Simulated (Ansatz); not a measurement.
The same path of CH7AlO2Si (12 atoms, charge 0, multiplicity 1) was run 3 times with different band settings. The coordinate that changes most is the dihedral C3–O4–Si5–H10.

Level of theory: RKS BLYP-D4/def2-SVP (Ansatz 0.2.0).

Relaxed end points:

```xyz
12
Properties=species:S:1:pos:R:3
O -2.504 0.650 0.352
Al -0.988 1.366 -0.085
C 0.083 0.316 -1.352
O 0.498 0.079 0.130
Si 1.322 -1.308 0.689
H -3.093 1.049 1.012
H -0.585 2.820 0.413
H -0.294 -0.640 -1.767
H 0.977 0.667 -1.903
H 1.424 -1.163 2.174
H 0.556 -2.540 0.315
H 2.680 -1.350 0.056
```

```xyz
12
Properties=species:S:1:pos:R:3
O -1.733 1.370 1.376
Al -0.752 1.509 -0.045
C -0.725 -0.091 -1.184
O 0.486 -0.023 -0.206
Si 1.384 -1.383 0.305
H -1.784 2.078 2.038
H -0.057 2.880 -0.442
H -1.330 -0.984 -0.931
H -0.325 -0.157 -2.214
H 0.466 -2.399 0.914
H 2.074 -1.978 -0.884
H 2.371 -0.878 1.309
```

Common settings: movable images 7; climbing image yes; spring 5.0 eV/Å²; start path IDPP; iteration limit 60; end points relaxed.

| run | optimiser | force threshold | largest step |
| --- | --- | --- | --- |
| 1 | quadratic models (default) | 0.05 eV/Å | default |
| 2 | lbfgs | 0.05 eV/Å | 0.5 Å |
| 3 | quadratic models (default) | 0.5 eV/Å | default |

Task: What does each run give, and how far can it be trusted?

Result: Run 1: converged after 5 iterations, highest image 0.053 eV above the first end. A vibrational analysis at the climbing image gives one clearly imaginary mode, 113i cm⁻¹: a first-order saddle point.
Run 2: converged after 20 iterations, highest image 0.053 eV above the first end. Another band between the same ends (7 images) ends at a top of the same energy, where a vibrational analysis finds 1 clearly imaginary mode.
Run 3: converged after 2 iterations, highest image 0.060 eV above the first end. The threshold of 0.5 eV/Å is loose, so the images may lie well off the minimum-energy path. The order of the stationary point at the top wasn't checked.
